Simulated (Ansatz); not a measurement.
Born–Oppenheimer molecular dynamics of Cl₂GeH₅O₂P (11 atoms, charge 0, multiplicity 1). It starts at the highest image of a converged band. Of that band: Beside the main top the profile has a ripple of under 15 meV (maxima at images 2, 4), which may be a very shallow well or noise. Neighbouring images differ by up to 1.4 eV, so the band resolves the path poorly. A vibrational analysis at the climbing image gives one clearly imaginary mode, 1019i cm⁻¹: a first-order saddle point.

Theory: Ansatz, RKS PBE/def2-SVP.

```
ensemble                      : NVE (velocity Verlet)
time step                     : 0.5 fs
steps asked                   : 200
starting velocities drawn for : 300 K
seed                          : 5888
```

First frame:

```xyz
11
Properties=species:S:1:pos:R:3
Ge 0.204 0.244 0.075
O -0.236 0.115 1.952
H -1.117 -0.241 2.212
O 1.850 -0.192 -0.494
H 1.765 -1.079 -0.905
Cl -1.096 1.535 -1.133
Cl -0.791 -1.703 -0.350
P 1.349 2.405 1.420
H 2.504 1.767 0.871
H 0.872 3.058 0.244
H 0.267 1.262 2.028
```

Task: How far do the bonds stretch over the last three quarters of this one trajectory? (Pairs bonded in most of those frames.)

Result: 
```tsv
bond	mean (Å)	spread (Å)	shortest	longest
Ge1–O2	1.790	0.027	1.75	1.86
Ge1–O4	1.801	0.023	1.76	1.83
Ge1–Cl6	2.173	0.030	2.13	2.23
Ge1–Cl7	2.204	0.032	2.14	2.24
O2–H3	0.985	0.033	0.93	1.04
O4–H5	0.982	0.010	0.96	1.00
P8–H9	1.441	0.025	1.40	1.49
P8–H10	1.438	0.017	1.41	1.47
P8–H11	1.467	0.105	1.30	1.61
```

Mean temperature of the second half: 1029 K. The conserved energy stayed within 0.27 meV per atom of its start (net change 0.15 meV per atom), so the integration is sound. The kinetic energy rose, since the run started high on the potential surface and went downhill. It ends in pieces (Cl2GeH2O2 + H3P), so much of that is their flight and rotation, not heat. A run of 0.1 ps of so small a system gives no equilibrium averages. The orbitals stay closed-shell, which can raise the energy where a bond breaks towards radicals; this wasn't checked here.

Time of the run: 3.2 min on 4 threads of Intel(R) Xeon(R) 6975P-C (Granite Rapids) (shared host), peak memory 0.23 GiB.
